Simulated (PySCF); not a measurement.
GaI3, SMILES [I][Ga]([I])[I]. Atoms are numbered in the order given.

```xyz
4

Ga     0.0000     0.0000     0.0000
I     -2.4957     0.0000     0.0000
I      1.2479     2.1614     0.0000
I      1.2479    -2.1614     0.0000
```
Charge 0, spin multiplicity 1.

Geometry optimised at PBE-D3(BJ)/def2-SVP. The isomer is the one that the SMILES or the coordinates give; other isomers of the formula were not compared. The def2 effective core potentials stand for the cores of I; spin–orbit coupling is left out.

Method: C-PCM-ωB97X/def2-SVP (PySCF).

The values are the electrostatic part of the solvation free energy, E(continuum) − E(gas) at the gas-phase geometry, in a cavity of scaled van der Waals radii (PySCF's table); cavitation and dispersion terms are not included. A continuum can't describe solvent molecules that bind to the metal. In vacuum the orbital gap is 9.11 eV. The dipole moment in vacuum is 0.00 D.

Computed values in water (ε = 78.36), dimethylsulfoxide (ε = 46.83), chlorobenzene (ε = 5.70):
```tsv
solvent	ε	ΔG(elec) (kcal/mol)	dipole (D)	gap (eV)
water	78.36	-3.7	0.00	9.26
dimethylsulfoxide	46.83	-3.7	0.00	9.26
chlorobenzene	5.70	-3.0	0.00	9.23
```
